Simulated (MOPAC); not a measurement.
MOPAC input (PM3):

```
PM3 FORCE THERMO(298,298) PRECISE LET CHARGE=1 GEO-OK AUX(PRECISION=9) THREADS=1
BBr2

Br    0.00000000 1    0.00000000 1   -1.67105418 1
B    -0.00000000 1   -0.00000000 1   -0.00000023 1
Br    0.00000000 1   -0.00000000 1    1.67105426 1
```

Which zero-point energy does it print?

3.11 kcal/mol, from the harmonic wavenumbers of PM3.
